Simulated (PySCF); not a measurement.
Coordinates in bohr (charge 1 multiplicity 1):
```
Cr    0.1614   -0.2742    0.0000
Cl   -0.3471    0.5894    3.9004
Cl   -0.3471    0.5894   -3.9004
Cl    4.0634   -0.4626    0.0000
Cl   -2.0423    3.4686    0.0000
Cl   -1.5668   -3.7776    0.0000
```

Level of theory: B3LYP/[Cr def2-SVP, Cl def2-SVP], no relativity, density fitting, PySCF.

This geometry of [CrCl5]+ is a stationary point at this level.

Question: What is the point group?

Answer: C2v.

Question: Is it a minimum?

Answer: Yes: all harmonic wavenumbers are real.

Question: List the harmonic modes with their infrared intensities.

Answer: 
| symmetry | ω (cm⁻¹) | IR (km/mol) | type |
| --- | --- | --- | --- |
| b1 | 65 | 0.8 | bend |
| a1 | 126 | 0.3 | bend |
| a2 | 179 | 0.0 | bend |
| b1 | 195 | 0.3 | bend |
| b2 | 206 | 1.9 | bend |
| a1 | 227 | 5.0 | bend |
| b2 | 229 | 0.5 | bend |
| a1 | 304 | 2.2 | stretch |
| a1 | 380 | 0.7 | stretch |
| b2 | 432 | 76.6 | stretch |
| a1 | 487 | 27.8 | mixed |
| b1 | 496 | 77.9 | mixed |

Question: Give the ideal-gas entropy at 298.15 K and 1 bar by parts.

Answer: translation 176.5, rotation 121.0, vibration 93.4, spin 0.0; total 390.9 J/(mol K).

In C2v the vibrations span 3b1 + 5a1 + a2 + 3b2. The a2 mode carries no infrared intensity, as symmetry demands.

Stability towards spin polarisation was not tested. This need not be the most stable arrangement of these atoms.
